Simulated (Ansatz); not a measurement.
Cartesian coordinates in Å:
```
C 0.577 -1.032 1.259
B 0.081 -0.079 0.128
In -1.969 0.807 -0.208
C 1.067 0.344 -1.001
F 0.473 1.148 -1.987
H 0.117 -2.013 1.071
H 0.221 -0.740 2.251
H 1.660 -1.183 1.301
H -3.206 0.004 -1.121
H -2.429 2.366 0.396
H 1.911 0.909 -0.581
H 1.498 -0.531 -1.508
```

The species carries charge 0 and has multiplicity 1. In: def2 effective core potential.

Task: List the CAM-B3LYP/def2-TZVPP orbital energies in eV (Ansatz 0.2.0). (Best estimate.)

Result: Computed: Occupied: -673.27, -280.49, -278.52, -185.95, -128.74, -85.49, -85.16, -85.13, -34.65, -22.46, -22.25, -22.23, -22.22, -22.17, -21.93, -21.00, -15.77, -15.49, -15.32, -13.58, -13.10, -12.73, -12.54, -11.57, -10.67, -9.06, -8.17. Lowest empty: -0.62, -0.31, 1.40, 1.65, 1.95, 2.35, 2.78, 2.88.
